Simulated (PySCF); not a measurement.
C₇H₁₁NO.
Cartesian coordinates in Å at the GFN2-xTB level; atoms count from 1:
```xyz
20
C7H11NO angstrom
C      4.0144    0.2095    0.7439
C      2.9363    0.2458    0.2198
C      1.6738    0.3194   -0.4935
O      1.6011    0.6731   -1.6518
N      0.6331   -0.0478    0.2884
C     -0.7662   -0.0803   -0.1365
C     -0.9159   -1.0577   -1.3060
C     -1.1970    1.3266   -0.5611
C     -1.5958   -0.5511    1.0572
H      4.9522    0.1730    1.2158
H      0.8334   -0.3212    1.2375
H     -0.5965   -2.0551   -1.0101
H     -1.9529   -1.1016   -1.6271
H     -0.3040   -0.7290   -2.1413
H     -1.0768    2.0254    0.2644
H     -2.2390    1.3221   -0.8687
H     -0.5867    1.6630   -1.3945
H     -1.4851    0.1334    1.8964
H     -1.2868   -1.5464    1.3718
H     -2.6467   -0.5902    0.7839
```

Computed, not measured: PBE0/pcSseg-1 in PySCF (dipole) on a GFN2-xTB geometry, gas phase.

Masses are those of the commonest isotopes; rigid-rotor values at the optimised geometry. The values belong to one conformer with, in the numbering `[CH:1]#[C:2][C:3](=[O:4])[NH:5][C:6]([CH3:7])([CH3:8])[CH3:9]`, C2–C3–N5–C6 180°.

(1) Give the principal moments of inertia and the rotational constants in cm⁻¹.

(2) What kind of rotor is it?

(3) Is it planar, by Δ = Ic − Ia − Ib?

(4) Give the other two planar moments, Paa and Pbb, and the rms extents of the mass along the axes.

(5) Where do the levels up to J = 5 lie, in K?

(6) Which lines would a microwave search look for?

(7) Estimate the classical rotational partition function at 25 K, 298.15 K and 500 K.

Results:

(1) Ia = 165.54, Ib = 501.25, Ic = 556.17 u·Å²; 505379 MHz·u·Å²/I gives 3053, 1008 and 908.7 MHz, that is A = 0.10183, B = 0.03363, C = 0.03031 cm⁻¹.

(2) A near-prolate asymmetric top. Ray's parameter κ = (2B − A − C)/(A − C) = -0.907; −1 is the prolate and +1 the oblate limit.

(3) Not planar: Δ = Ic − Ia − Ib = -110.62 u·Å². For a rigid frame Δ = −2 Σ m c², so Σ m c² = 55.31 u·Å² lies off the ab plane: 17.40 from hydrogen and 37.91 from heavier atoms. The atom farthest from that plane is 2.15 Å away.

(4) Paa = Σ m a² = (Ib + Ic − Ia)/2 = 445.94 and Pbb = Σ m b² = (Ia + Ic − Ib)/2 = 110.23 u·Å². With the mass M = 125.08 u, the rms extents √(P/M) along a, b and c are 1.89, 0.94, 0.66 Å.

(5) Above 0(0,0), as E/k:
J = 1: 1(0,1) 0.092, 1(1,1) 0.190, 1(1,0) 0.195
J = 2: 2(0,2) 0.276, 2(1,2) 0.369, 2(1,1) 0.384, 2(2,1) 0.678, 2(2,0) 0.678
J = 3: 3(0,3) 0.551, 3(1,3) 0.638, 3(1,2) 0.667, 3(2,2) 0.954, 3(2,1) 0.955, 3(3,1) 1.457, 3(3,0) 1.457
J = 4: 4(0,4) 0.917, 4(1,4) 0.996, 4(1,3) 1.044, 4(2,3) 1.322, 4(2,2) 1.324, 4(3,2) 1.825, 4(3,1) 1.825, 4(4,1) 2.528, 4(4,0) 2.528
J = 5: 5(0,5) 1.374, 5(1,5) 1.443, 5(1,4) 1.515, 5(2,4) 1.782, 5(2,3) 1.787, 5(3,3) 2.286, 5(3,2) 2.286, 5(4,2) 2.989, 5(4,1) 2.989, 5(5,1) 3.893, 5(5,0) 3.893
Those of J = 1 are B + C, A + C and A + B.

(6) The dipole components are |μa| = 1.06 D, |μb| = 3.63 D, |μc| = 0.00 D; the mirror of this Cs structure is the ab plane, so μc vanishes by symmetry and there are no c-type lines. The squared components, which scale the intensities, stand as 0.09 : 1.00 (a : b). Some lines, for components of 0.1 D or more:

```csv
type,branch,"J(Ka,Kc)",MHz,lower level (cm⁻¹)
b,R,"4(1,3) ← 3(2,2)",1873,0.663
a,R,"1(0,1) ← 0(0,0)",1917,0.000
b,Q,"2(1,1) ← 2(0,2)",2247,0.192
b,Q,"3(1,2) ← 3(0,3)",2409,0.383
a,R,"2(0,2) ← 1(0,1)",3830,0.064
b,R,"1(1,1) ← 0(0,0)",3962,0.000
b,R,"5(1,4) ← 4(2,3)",4025,0.919
b,Q,"3(2,1) ← 3(1,2)",6005,0.463
b,Q,"2(2,0) ← 2(1,1)",6137,0.267
b,Q,"4(2,3) ← 4(1,4)",6787,0.692
a,R,"5(2,3) ← 4(2,2)",9646,0.921
b,R,"5(2,3) ← 4(1,4)",16487,0.692
b,Q,"5(5,0) ← 5(4,1)",18842,2.077
```

(7) Point group Cs, symmetry number σ = 1; q = (√π/σ)·√((kT/h)³/(ABC)), k/h = 20836.6 MHz/K: 12600 at 25 K, 519000 at 298.15 K, 1130000 at 500 K.

GFN2-xTB frequencies: not computed here. Zero-point vibration and centrifugal distortion are left out. A rigid rotor knows nothing of internal rotation, which can split or shift real lines. Quadrupole hyperfine structure (14N) is left out.
